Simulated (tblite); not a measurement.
C₃H₆FSi (doublet state).
Atom-mapped SMILES: `[H]/[C:1]=[CH:2]\[CH2:3][SiH2:4][F:5]` (hydrogens: H6 on C1; H7 on C2; H8, H9 on C3; H10, H11 on Si4)

Cartesian coordinates in Å at the GFN2-xTB level; atoms count from 1:
```
atom  x, y, z in Å
C1     2.099    0.107    1.023
C2     1.189    0.595    0.250
C3     0.230   -0.209   -0.612
Si4   -1.567   -0.025   -0.025
F5    -2.479   -0.898   -1.030
H6     2.469   -0.844    1.328
H7     1.052    1.667    0.163
H8     0.527   -1.260   -0.598
H9     0.325    0.142   -1.642
H10   -1.783   -0.611    1.288
H11   -2.056    1.338   -0.171
```

Method: GFN2-xTB as coded in tblite; computed harmonic values from a numerical Hessian at the method's own geometry, unscaled. The method is semi-empirical: single wavenumbers can be off by several per cent or more. Modes of hydrogen on silicon can be 10 to 20 % off. One conformer, not necessarily the lowest. Open shells enter through the occupations alone, without spin polarisation, and single modes of such species can be off by tens of per cent.

Harmonic wavenumbers (cm⁻¹): 48.8, 77.5, 155.4, 255.0, 350.8, 471.8, 573.7, 585.2, 704.1, 721.8, 745.0, 766.7, 807.0, 824.2, 920.0, 976.3, 1074.9, 1182.4, 1247.0, 1448.8, 1714.1, 2325.9, 2346.7, 2952.1, 2979.3, 2998.2, 3193.1.

A = 13727, B = 1739, C = 1681 MHz; mass 89.022 u (most abundant isotopes); point group C1, symmetry number 1; spin multiplicity 2.

What is the zero-point energy?

½Σν̃ = 16223 cm⁻¹ = 46.38 kcal/mol.

What is S at 273.15 K and 1 bar for an ideal gas of classical rigid rotors and harmonic oscillators?

Translation 38.96, rotation 26.22, vibration 16.29, spin (R ln 2) 1.38: S = 82.9 cal/(mol K).

And Cp and H(273.15 K) − H(0)?

Cp = 25.01 cal/(mol K), of which vibrations give 17.06 (their classical limit is 27 R = 53.7); H(273.15 K) − H(0) = 4.48 kcal/mol without the zero-point energy, 2.31 from vibrations.

Blend soft modes into free rotors: weight 1/[1 + (100 cm⁻¹/ν̃)⁴] for the oscillator and the rest for a rotor with moment μB/(μ + B), μ = h/(8π²ν), B = 10⁻⁴⁴ kg m². What vibrational entropy results?

14.58 cal/(mol K) in place of 16.29, which changes −T·S at 273.15 K by +0.47 kcal/mol.

What must be added to the electronic energy to get the Gibbs energy at 273.15 K and 1 bar?

ZPE + [H(273.15 K) − H(0)] − T·S = 46.38 + 4.48 − 22.63 = 28.23 kcal/mol.

How do the functions run with temperature in this model?

```tsv
T (K)	S (cal/(mol K))	Cp (cal/(mol K))	H − H(0) (kcal/mol)	G − H(0) (kcal/mol)	ln q(vib)
50	55.4	11.5	0.48	-2.30	0.41
100	64.3	14.2	1.12	-5.31	1.23
298.15	85.1	26.6	5.12	-20.25	4.34
373.15	91.6	30.9	7.28	-26.88	5.51
500	101.4	36.5	11.58	-39.14	7.47
750	117.8	43.9	21.71	-66.61	11.16
1000	131.1	48.7	33.32	-97.76	14.51
```

q(vib) and H(0) count from the zero-point level.

Which modes carry the vibrational entropy at 273.15 K?

48.8 cm⁻¹: 4.69; 77.5 cm⁻¹: 3.78; 155.4 cm⁻¹: 2.44; 255.0 cm⁻¹: 1.54; 350.8 cm⁻¹: 1.03; 471.8 cm⁻¹: 0.62 cal/(mol K); the other 21 give 2.18 together.

Hindered rotation and anharmonicity are outside this model. Other conformers, if any are populated, would add a mixing term that is left out. The structure is chiral; the term R ln 2 for an equal mix with its mirror image is left out.
